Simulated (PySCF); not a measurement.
Computed IR spectrum (relative IR intensity) of a molecule C4H7Cl. Coordinates come from a B3LYP-D3(BJ)/def2-SVP optimisation. One conformer was computed; it need not be the lowest. Method: B3LYP-D3(BJ)/def2-SVP in PySCF 2.14.0. Frequencies are harmonic and unscaled.

Lines under 2 % of the strongest are left out, and lines within 2 cm⁻¹ are merged.

ν (cm⁻¹): 270 (vw), 353 (w), 671 (s), 800 (m), 856 (w), 904 (m), 943 (m), 1024 (m), 1057 (s), 1082 (w), 1092 (vw), 1126 (vw), 1185 (vw), 1273 (vs), 1384 (w), 1413 (vw), 1462 (s), 1483 (m), 3024 (vs), 3103 (s), 3106 (s), 3121 (m), 3150 (m), 3175 (m), 3220 (w) (against the strongest line: vs over 80 %, s over 45 %, m over 15 %, w over 4 %, vw less)

Question: Identify the compound among the candidates.
A) CC1(Cl)CC1
B) CC/C=C\Cl
C) C=C(Cl)CC
D) C[C@@H]1C[C@H]1Cl

Answer: D, C[C@@H]1C[C@H]1Cl
